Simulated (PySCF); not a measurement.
C4H12PSi2: g tensor and hyperfine couplings

C4H12PSi2 (doublet state).
SMILES with atom numbers: `[CH2:1]=[CH:2][C@@H:3]([CH3:4])[SiH:5][SiH2:6][PH2:7]` (hydrogens: H8, H9 on C1; H10 on C2; H11 on C3; H12, H13, H14 on C4; H15 on Si5; H16, H17 on Si6; H18, H19 on P7)

Cartesian coordinates in Å at the GFN2-xTB level; atoms count from 1:
```xyz
19
C4H12PSi2 angstrom
C     -0.743    1.858   -0.610
C     -1.325    0.668   -0.587
C     -1.070   -0.377    0.438
C     -2.348   -1.105    0.841
Si     0.255   -1.545   -0.354
Si     2.317   -0.581   -0.610
P      2.509    0.667    1.255
H     -0.052    2.159    0.162
H     -0.935    2.577   -1.388
H     -2.018    0.389   -1.370
H     -0.621    0.089    1.322
H     -2.806   -1.582   -0.023
H     -3.068   -0.406    1.265
H     -2.137   -1.872    1.584
H     -0.382   -2.138   -1.549
H      3.339   -1.634   -0.485
H      2.786    0.238   -1.748
H      2.407    1.887    0.622
H      3.884    0.717    1.226
```

The hyperfine couplings belong to this conformer and change with its torsions.

Computed with PySCF 2.14.0, UKS B3LYP, pcH-1 on C H P Si, non-relativistic, mean-field spin-orbit, GIAO. One conformer (not necessarily the lowest) at the GFN2-xTB geometry, without solvent, vibrations or thermal averaging. Couplings are sensitive to structure, and on GFN2-xTB geometries they can be far from those on DFT ones, by a factor of two or more for some ions and for spin on atoms past the first row. No stability test was run, so a lower SCF solution isn't excluded.

```json
{
  "g1, g2, g3": "2.00210, 2.00349, 2.00457",
  "g_iso": "2.00339",
  "Form of g": "rhombic: the two nearest values differ by 44 % of g3 − g1",
  "⟨S²⟩": "0.7543 (exact 0.7500)",
  "α and β electrons": "40, 39",
  "HOMO–LUMO gap, α and β orbitals": "5.00, 4.10 eV",
  "Total energy": "-1079.96877 Eh"
}
```

Hyperfine couplings atom by atom, in G; T1 to T3 are the principal values of the dipolar part (MHz turned into gauss with g_iso; 10 G = 1 mT):

| atom | isotope | a_iso | of which spin–orbit | T1 | T2 | T3 | Mulliken spin population |
| --- | --- | --- | --- | --- | --- | --- | --- |
| C1 | 13C | 3.4 | 0.0 | -3.5 | -3.3 | 6.8 | 0.12 |
| C2 | 13C | 7.5 | 0.0 | -2.9 | 0.6 | 2.4 | -0.05 |
| C3 | 13C | 4.3 | 0.0 | -1.3 | -1.2 | 2.5 | 0.00 |
| C4 | 13C | 0.4 | 0.0 | -0.3 | -0.1 | 0.4 | 0.00 |
| Si5 | 29Si | -121.6 | 0.3 | -58.3 | 28.9 | 29.4 | 0.91 |
| Si6 | 29Si | -18.5 | 0.0 | -3.2 | 0.9 | 2.3 | 0.01 |
| P7 | 31P | -1.6 | 0.0 | -0.2 | 0.1 | 0.2 | 0.00 |
| H8 | 1H | -2.6 | 0.0 | -1.3 | 0.0 | 1.4 | 0.00 |
| H9 | 1H | -2.3 | 0.0 | -1.8 | -0.2 | 1.9 | -0.01 |
| H10 | 1H | 0.7 | 0.0 | -0.8 | -0.2 | 1.1 | 0.00 |
| H11 | 1H | -0.9 | 0.0 | -1.3 | -0.6 | 1.9 | 0.00 |
| H12 | 1H | -0.1 | 0.0 | -0.7 | -0.5 | 1.2 | 0.00 |
| H13 | 1H | -0.5 | 0.0 | -0.4 | -0.3 | 0.7 | 0.00 |
| H14 | 1H | -0.2 | 0.0 | -0.9 | -0.6 | 1.5 | 0.00 |
| H15 | 1H | 4.4 | 0.0 | -3.3 | 0.5 | 2.8 | -0.01 |
| H16 | 1H | 2.6 | 0.0 | -1.0 | -0.4 | 1.4 | 0.00 |
| H17 | 1H | 22.6 | 0.0 | -0.6 | -0.3 | 0.9 | 0.04 |
| H18 | 1H | 0.0 | 0.0 | -0.3 | -0.3 | 0.6 | 0.00 |
| H19 | 1H | 0.0 | 0.0 | -0.3 | -0.2 | 0.5 | 0.00 |

The Mulliken spin populations are largest on Si5 (+0.91) and C1 (+0.12). Si5 is the only atom above +0.15. The angles at Si5 add up to 338.0°, so it is pyramidal.

Axes: g1 points within 7° of the C1–H9 bond and g3 points within 14° of the C3–Si5 bond.

Under fast tumbling the dipolar parts average out, and these isotropic splittings remain (the largest six): 1 × 1H (H17, I = 1/2, 2 lines) with 2.26 mT, 1 × 1H (H15, I = 1/2, 2 lines) with 0.44 mT, 1 × 1H (H16, I = 1/2, 2 lines) with 0.26 mT, 1 × 1H (H8, I = 1/2, 2 lines) with 0.26 mT, 1 × 1H (H9, I = 1/2, 2 lines) with 0.23 mT and 1 × 31P (P7, I = 1/2, 2 lines) with 0.16 mT.

The 13C coupling of C2 (21.1 MHz) shows only in satellite lines or after enrichment, since that isotope makes up about 1.07 % of natural carbon.

The 29Si coupling of Si5 (-341.0 MHz) shows only in satellite lines or after enrichment, since that isotope makes up about 4.7 % of natural silicon.

β density exceeds α density at some nuclei, such as P7 (-0.0024), H8 (-0.0016) and H9 (-0.0014), spin density in bohr⁻³. In a single determinant that takes different orbitals for the two spins, that is spin polarisation.
